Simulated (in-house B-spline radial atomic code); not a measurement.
Computed with a B-spline radial atomic code. Model: two electrons, singlet ground state, non-relativistic, full CI in B-splines with partial waves to l = 8 (at full coupling up to 3e-4 hartree above the limit, correlation up to 0.6 % small), density held at that of full coupling by Lieb maximisation.

Along the adiabatic connection the electron repulsion is scaled by a coupling λ while a local potential keeps the density fixed. At λ = 0 the system is the Kohn-Sham one and W equals the exchange energy; the exchange-correlation energy is the area under W between 0 and 1. The kinetic energy rises with λ as the electrons avoid each other, with dT/dλ = −λ dW/dλ.

Command:
```bash
python run_ac.py task.json out
```
Settings (lengths in bohr, energies in hartree):
```
potential              harmonic
strength               0.00349
lmax                   8
```

Cost of the run: 25 s on 1 thread of Intel(R) Xeon(R) Processor @ 2.30GHz, with other jobs on the host.

**W = mean repulsion less Hartree energy, and W of three functionals.**

Given: confinement harmonic well; well frequency 0.00349 hartree; external potential omega^2 r^2/2.

Computed: PBE exchange minus exact 0.34014 millihartree; SCAN exchange minus exact -0.76125 millihartree.

```json
{"coupling": "0", "W xc (hartree)": "-0.02849", "W xc minus exchange (millihartree)": "0", "kinetic minus Kohn-Sham (millihartree)": "0", "LDA (PW92) W minus its exchange (millihartree)": "0", "PBE W minus its exchange (millihartree)": "0", "SCAN W minus its exchange (millihartree)": "0"}
{"coupling": "0.02", "W xc (hartree)": "-0.030666", "W xc minus exchange (millihartree)": "-2.176", "kinetic minus Kohn-Sham (millihartree)": "0.02", "LDA (PW92) W minus its exchange (millihartree)": "-4.36", "PBE W minus its exchange (millihartree)": "-2.61", "SCAN W minus its exchange (millihartree)": "-1.6"}
{"coupling": "0.05", "W xc (hartree)": "-0.032771", "W xc minus exchange (millihartree)": "-4.282", "kinetic minus Kohn-Sham (millihartree)": "0.09", "LDA (PW92) W minus its exchange (millihartree)": "-7.18", "PBE W minus its exchange (millihartree)": "-4.78", "SCAN W minus its exchange (millihartree)": "-3.31"}
{"coupling": "0.12", "W xc (hartree)": "-0.035171", "W xc minus exchange (millihartree)": "-6.681", "kinetic minus Kohn-Sham (millihartree)": "0.28", "LDA (PW92) W minus its exchange (millihartree)": "-10.5", "PBE W minus its exchange (millihartree)": "-7.57", "SCAN W minus its exchange (millihartree)": "-5.73"}
{"coupling": "0.25", "W xc (hartree)": "?", "W xc minus exchange (millihartree)": "?", "kinetic minus Kohn-Sham (millihartree)": "?", "LDA (PW92) W minus its exchange (millihartree)": "?", "PBE W minus its exchange (millihartree)": "?", "SCAN W minus its exchange (millihartree)": "?"}
{"coupling": "0.4", "W xc (hartree)": "?", "W xc minus exchange (millihartree)": "?", "kinetic minus Kohn-Sham (millihartree)": "?", "LDA (PW92) W minus its exchange (millihartree)": "?", "PBE W minus its exchange (millihartree)": "?", "SCAN W minus its exchange (millihartree)": "?"}
{"coupling": "0.6", "W xc (hartree)": "-0.038185", "W xc minus exchange (millihartree)": "-9.696", "kinetic minus Kohn-Sham (millihartree)": "1.1", "LDA (PW92) W minus its exchange (millihartree)": "-16.27", "PBE W minus its exchange (millihartree)": "-12.77", "SCAN W minus its exchange (millihartree)": "-9.74"}
{"coupling": "0.8", "W xc (hartree)": "-0.038527", "W xc minus exchange (millihartree)": "-10.037", "kinetic minus Kohn-Sham (millihartree)": "1.34", "LDA (PW92) W minus its exchange (millihartree)": "-17.11", "PBE W minus its exchange (millihartree)": "-13.54", "SCAN W minus its exchange (millihartree)": "-10.15"}
{"coupling": "1", "W xc (hartree)": "-0.038766", "W xc minus exchange (millihartree)": "-10.276", "kinetic minus Kohn-Sham (millihartree)": "1.55", "LDA (PW92) W minus its exchange (millihartree)": "-17.71", "PBE W minus its exchange (millihartree)": "-14.1", "SCAN W minus its exchange (millihartree)": "-10.4"}
{"coupling": "1.4", "W xc (hartree)": "-0.039088", "W xc minus exchange (millihartree)": "-10.599", "kinetic minus Kohn-Sham (millihartree)": "1.93", "LDA (PW92) W minus its exchange (millihartree)": "-18.53", "PBE W minus its exchange (millihartree)": "-14.87", "SCAN W minus its exchange (millihartree)": "-10.69"}
{"coupling": "2", "W xc (hartree)": "-0.039389", "W xc minus exchange (millihartree)": "-10.899", "kinetic minus Kohn-Sham (millihartree)": "2.43", "LDA (PW92) W minus its exchange (millihartree)": "-19.31", "PBE W minus its exchange (millihartree)": "-15.6", "SCAN W minus its exchange (millihartree)": "-10.91"}
```

Problem. What belongs in the row 0.25?

Solution. W xc (hartree): -0.036823; W xc minus exchange (millihartree): -8.333; kinetic minus Kohn-Sham (millihartree): 0.57; LDA (PW92) W minus its exchange (millihartree): -13.32; PBE W minus its exchange (millihartree): -10.07; SCAN W minus its exchange (millihartree): -7.86.

Problem. What belongs in the row 0.4?

Solution. W xc (hartree): -0.037624; W xc minus exchange (millihartree): -9.134; kinetic minus Kohn-Sham (millihartree): 0.82; LDA (PW92) W minus its exchange (millihartree): -14.97; PBE W minus its exchange (millihartree): -11.57; SCAN W minus its exchange (millihartree): -8.99.

Problem. What is the LDA exchange minus exact?

Solution. 3.3633 millihartree.

**Energy parts, natural occupations and partial-wave weights.**

Computed: exchange energy -0.02849 hartree; kinetic part of the DFT correlation energy 0.0015486 hartree; kinetic part over minus potential part 0.1507; Hartree energy 0.056979 hartree; Kohn-Sham kinetic 0.0026501 hartree; Lieb Oxford ratio E_xc over LDA exchange 1.4812.

| natural | occupation of the shell (electrons) |
| --- | --- |
| s | 1.1131 |
| p | ? |
| d | 0.069087 |
| s | 0.020305 |
| p | 0.0041159 |
| f | 0.00061914 |

Problem. What belongs in the row p?

Solution. occupation of the shell (electrons): 0.79262.

```
wave      weight
   s     0.56676
   p     0.39837
   d           ?
   f  0.00030957
   g  7.7856e-09
```

Problem. What belongs in the row d?

Solution. weight: 0.034558.

Problem. What is the total energy?

Solution. 0.0357 hartree.

Problem. What is the correlation energy?

Solution. -0.0087273 hartree.

Half-way to full coupling W has made 92 % of its drop, against 50 % for a straight line, and second-order (GL2) theory, half the initial slope, overshoots the correlation energy by about 612 %: correlation is strong. Over couplings 0 to 1 the errors in E_xc come to about -2.4 millihartree for LDA, -2.2 millihartree for PBE, -0.6 millihartree for SCAN, so SCAN is nearest. In LDA and PBE and SCAN the errors of exchange and correlation have opposite signs, so the sum is smaller than the larger of the two.
